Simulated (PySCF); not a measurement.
An excited-state job on `OB1CCCCC1`.

Computed with TDDFT PBE0/def2-SVPD, vertical, gas phase, core orbitals frozen in the response (PySCF 2.14.0, density-fitted response routines). Geometry: GFN2-xTB. A driver script takes a list of jobs; this job's settings line and coordinates (Å) are shown.

Command:
```bash
OMP_NUM_THREADS=1 python probes_run.py task.json out
```

Input:
```
{"job": {"kind": "uv", "xc": "PBE0", "basis": "def2-SVPD", "nstates": 8, "ntriplets": 3}, "charge": 0, "multiplicity": 1}
O      2.373140    -1.276823     0.395281
B      1.205149    -0.626496     0.349180
C     -0.142617    -1.465244     0.453387
C     -1.273344    -0.851191    -0.380774
C     -1.398424     0.650037    -0.133955
C     -0.141086     1.392727    -0.577616
C      1.081748     0.962541     0.241880
H      3.172277    -0.749857     0.346534
H      0.000609    -2.508542     0.169248
H     -0.458023    -1.475247     1.500814
H     -1.069709    -1.018921    -1.441038
H     -2.221283    -1.341733    -0.145573
H     -1.569861     0.830110     0.929482
H     -2.260058     1.038412    -0.682412
H      0.041775     1.177636    -1.633344
H     -0.297872     2.470616    -0.482695
H      0.970880     1.364813     1.254073
H      1.977942     1.433477    -0.174128
```

Output:
```
coarse grid: 14424 points
cycle   1  E = -296.5934584083  dE =  7.361e-01  |g| = 6.902e-01  |ddm| = 5.879e+00
cycle   2  E = -296.5065196206  dE =  8.694e-02  |g| = 9.666e-01  |ddm| = 1.806e+00
cycle   3  E = -296.6992248808  dE = -1.927e-01  |g| = 9.485e-02  |ddm| = 9.615e-01
cycle   4  E = -296.7008241465  dE = -1.599e-03  |g| = 4.010e-02  |ddm| = 1.344e-01
cycle   5  E = -296.7011929217  dE = -3.688e-04  |g| = 7.341e-03  |ddm| = 6.092e-02
cycle   6  E = -296.7012054124  dE = -1.249e-05  |g| = 1.533e-03  |ddm| = 2.089e-02
cycle   7  E = -296.7012059421  dE = -5.297e-07  |g| = 4.228e-04  |ddm| = 2.735e-03
final grid: 137552 points
cycle   8  E = -296.7510383299  dE = -5.548e-05  |g| = 9.479e-03  |ddm| = 1.522e-01
cycle   9  E = -296.7510177565  dE =  2.057e-05  |g| = 1.354e-02  |ddm| = 2.516e-02
cycle  10  E = -296.7510601868  dE = -4.243e-05  |g| = 1.161e-03  |ddm| = 1.426e-02
cycle  11  E = -296.7510604432  dE = -2.563e-07  |g| = 3.178e-04  |ddm| = 1.672e-03
cycle  12  E = -296.7510604631  dE = -1.995e-08  |g| = 5.900e-05  |ddm| = 6.129e-04
cycle  13  E = -296.7510604639  dE = -7.994e-10  |g| = 1.531e-05  |ddm| = 1.972e-04
converged SCF energy = -296.7510604639

Static polarisability (au): isotropic 74.070, principal 63.116 76.804 82.290

Singlet excitations
state   eV       nm        f      main configurations
  1   6.2088    199.7   0.00053   H->L 0.47, H->L+1 0.47
  2   6.6909    185.3   0.02483   H->L 0.51, H->L+1 0.47
  3   7.5757    163.7   0.00271   H->L+2 0.81
  4   7.6197    162.7   0.00336   H-1->L 0.60, H-1->L+1 0.27, H->L+2 0.09
  5   7.8648    157.6   0.00532   H->L+3 0.81, H->L+4 0.13
  6   7.9447    156.1   0.00401   H->L+4 0.82, H->L+3 0.11
  7   8.0472    154.1   0.08100   H-1->L+1 0.55, H-1->L 0.30
  8   8.0886    153.3   0.00129   H-2->L 0.70, H-2->L+1 0.24

Triplet excitations (Tamm-Dancoff, eV): 5.7585 6.5485 7.2983
```

The SCF starts on a coarse grid where the log names one; the energy can jump when the final grid takes over, and dE then counts from the start density on the new grid. H and L stand for HOMO and LUMO; the number after each pair is its weight.

**Question.** Give S1 in cm⁻¹ and kJ/mol.

**Answer.** 6.2088 eV × 8065.54 = 50077 cm⁻¹; × 96.485 = 599.1 kJ/mol.

**Question.** Give the mean polarisability as a volume in Å³, and the ratio of the largest to the smallest principal value.

**Answer.** 74.070 au × 0.148185 = 10.98 Å³; 82.290/63.116 = 1.30.

Main results: HOMO -7.49 eV, LUMO 0.15 eV; lowest singlet 6.21 eV; lowest triplet 5.76 eV (Tamm–Dancoff); mean polarisability 74.1 au.

**Question.** Estimate the wall time. Hardware: one thread, Intel Xeon Platinum 8375C at 2.90 GHz (x86_64), no GPU, on a shared host. And the peak memory of the process?

**Answer.** About 36 s, with 0.90 GiB resident at the peak, the Python interpreter and its libraries included.

One conformer stands for the species.
Labels such as C1 count atoms from 1, the log's own numbers from 0.
